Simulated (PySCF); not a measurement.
C2H4N, SMILES [CH]=NC, multiplicity 2. Atoms are numbered in the order given.

```xyz
7

C     -0.0626    -1.3134     0.0000
N      0.4565    -0.2178     0.0000
C     -0.1441     1.1103     0.0000
H     -1.1188    -1.6270     0.0000
H      0.2006     1.6518    -0.8810
H      0.2006     1.6518     0.8810
H     -1.2381     1.0667     0.0000
```
Charge 0, spin multiplicity 2.

The structure is a stationary point at B3LYP-D3(BJ)/def2-TZVP. The isomer is the one that the SMILES or the coordinates give; other isomers of the formula were not compared.

Two levels are set side by side: PBE/pcH-1 (PySCF) and B3LYP/pcH-1 (PySCF). Contact hyperfine couplings, same geometry. Differences are taken from unrounded values.

```csv
quantity,B3LYP,PBE,PBE minus B3LYP
"A(iso) of 13C, atom C1 (MHz)",524.7,500.6,-24.1
"A(iso) of 14N, atom N2 (MHz)",107.9,109.0,1.1
"A(iso) of 13C, atom C3 (MHz)",122.0,125.7,3.7
"A(iso) of 1H, atom H4 (MHz)",231.3,217.7,-13.6
"A(iso) of 1H, atom H5 (MHz)",-11.8,-11.6,0.2
"A(iso) of 1H, atom H6 (MHz)",-11.8,-11.6,0.2
"A(iso) of 1H, atom H7 (MHz)",11.5,12.6,1.1
```

Rough cost on one machine, each run with all the roots and properties that it gave: B3LYP against PBE within a factor of 2.
